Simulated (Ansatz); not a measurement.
`BOB[SiH2][AlH2]` and `BOB[SiH3]` differ in one atom or group.

Ansatz, PBE0-D4/def2-TZVP geometries, multiplicity 1. Each molecule was computed in one conformer, which needn't be the lowest.

```json
{"property": "HOMO energy (PBE0/def2-TZVPP) / eV", "`BOB[SiH2][AlH2]`": "-7.25"}
{"property": "size of the dipole moment (PBE/def2-TZVPP) / D", "`BOB[SiH2][AlH2]`": "0.06"}
{"property": "LUMO energy (ωB97M-V/def2-TZVPP) / eV", "`BOB[SiH2][AlH2]`": "-0.62"}
{"property": "HOMO energy (B3LYP/def2-TZVPP) / eV", "`BOB[SiH2][AlH2]`": "-7.06"}
{"property": "HOMO energy (PBE/def2-TZVPP) / eV", "`BOB[SiH2][AlH2]`": "-6.24"}
{"property": "LUMO energy (PBE/def2-TZVPP) / eV", "`BOB[SiH2][AlH2]`": "-3.06"}
```

**Question.** Give the same properties after the change, and the shifts. (An estimate is asked.)

**Answer.** The calculation gave: 
```json
{"property": "HOMO energy (PBE0/def2-TZVPP) / eV", "`BOB[SiH3]`": "-8.00", "shift": "-0.75"}
{"property": "size of the dipole moment (PBE/def2-TZVPP) / D", "`BOB[SiH3]`": "0.60", "shift": "0.54"}
{"property": "LUMO energy (ωB97M-V/def2-TZVPP) / eV", "`BOB[SiH3]`": "0.04", "shift": "0.66"}
{"property": "HOMO energy (B3LYP/def2-TZVPP) / eV", "`BOB[SiH3]`": "-7.81", "shift": "-0.75"}
{"property": "HOMO energy (PBE/def2-TZVPP) / eV", "`BOB[SiH3]`": "-6.72", "shift": "-0.48"}
{"property": "LUMO energy (PBE/def2-TZVPP) / eV", "`BOB[SiH3]`": "-3.02", "shift": "0.04"}
```

With PBE0 the HOMO falls by 0.75 eV and the LUMO rises by 0.31 eV, so the gap widens by about 1.06 eV. PBE moves the HOMO by -0.48 eV and ωB97M-V by -1.00 eV. The zero-point energy changes by -15.8 kJ/mol with -6 modes. Dipoles are sizes alone; their direction can turn.

B3LYP here is the variant with VWN-RPA as its local correlation; programs differ in this.
